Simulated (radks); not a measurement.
Values are calculated unless marked as measured or tabulated.
Ionisation of neutral lutetium, [Xe] 4f14 5d1 6s2, to Lu+, [Xe] 4f14 6s2, under several functionals. Scalar-relativistic Kohn-Sham, spin-polarised, spherical densities, point nucleus; open shells are filled with parallel spins first (spin-orbit coupling, left out, can overturn this in heavy ions); a radial shooting solver on a logarithmic mesh with Libxc functionals.

| functional | E(Lu) (hartree) | Exc (hartree) | IE (eV) | -e(HOMO) (eV) | <r> HOMO (bohr) | IE error (eV) |
|---|---|---|---|---|---|---|
| exchange-only PBE | -14559.1744 | -295.9023 | 4.610 | 1.349 | 3.058 | -0.816 |
| LDA (Slater exchange, VWN5 correlation) | -14554.5565 | -291.3603 | 5.599 | 2.099 | 2.839 | +0.173 |
| LDA (Slater exchange, Perdew-Wang correlation) | -14554.5265 | -291.3299 | 5.595 | 2.095 | 2.840 | +0.169 |
| BLYP | -14564.2513 | -301.0318 | 5.245 | 1.774 | 2.893 | -0.180 |
| Wu-Cohen GGA | -14562.2639 | -299.0599 | 5.431 | 1.979 | 2.863 | +0.005 |
| revPBE | -14563.6824 | -300.4827 | 5.323 | 1.917 | 2.899 | -0.103 |

NIST Atomic Spectra Database: 5.426 eV (measured). Closest: Wu-Cohen GGA. The Delta-SCF values span 0.99 eV, the total energies 9.72 hartree. The highest occupied level is 5d. Open shells are spherical and high-spin; term and fine-structure splittings are not resolved. Spin-orbit splitting is averaged out at the scalar-relativistic level.
